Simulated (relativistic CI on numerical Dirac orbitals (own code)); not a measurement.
Sc17+: sensitivity of the levels to the model

Base calculation: Dirac-Coulomb-Breit CI, KLI orbitals optimised for each configuration, model QED (radiative potential, 1s self-energy scaled to tabulated hydrogen-like ionisation energies), unscaled Slater integrals.

Configuration list (outside the closed core 1s2): 2s2, 2s 2p, 2p2, 2p 3s, 2p 3p, 2s 3s, 2s 3p, 2s 3d, 2s 4s, 2s 4p, 2s 4d, 2s 4f, 3s2, 3s 3p, 3p2. Levels of other configurations are missing.

Variants: (1) configuration mixing switched off. Shifts of the energy above 2s2 1S_0, in eV, for the lowest level and the first level of each name with at least 55 % of one term (blank where a level changes its place among those of its configuration and J or its character, or is not in the variant):

```csv
Level,Base,Δ(1)
2s2 1S_0,0.000,0.000
2s 2p 3P°_0,34.008,-6.377
2s 2p 3P°_1,35.707,-6.376
2s 2p 3P°_2,39.946,-6.376
2s 2p 1P°_1,70.285,-6.303
2p2 3P_0,91.159,-6.579
2p2 3P_1,93.938,-6.372
2p2 3P_2,96.899,-6.335
2p2 1D_2,107.013,-5.961
2p2 1S_0,129.869,-12.282
2s 3s 3S_1,689.456,-5.116
2s 3s 1S_0,696.019,-4.050
2s 3p 3P°_0,706.107,-6.215
2s 3p 3P°_2,707.822,-6.232
2s 3d 3D_1,715.887,-5.824
2s 3d 3D_2,716.104,-5.875
2s 3d 3D_3,716.461,-5.931
2s 3d 1D_2,722.964,-5.986
2p 3s 3P°_0,732.452,-6.514
2p 3s 3P°_1,733.690,-7.005
2p 3s 3P°_2,738.638,-6.492
2p 3p 3D_1,742.742,-6.786
```

At this charge energies of transitions that change n are usually good to better than 1 %, and those within a shell (Δn = 0) to a few per cent.

Ionisation energy from the two ground configurations alone: base 1206.87 eV. The NIST ASD value (semi-empirical) is 1213.1 eV.

LS names give the leading component of a level, which can be under half, so a name can repeat, a term be missing and a line seem to break the LS rules.
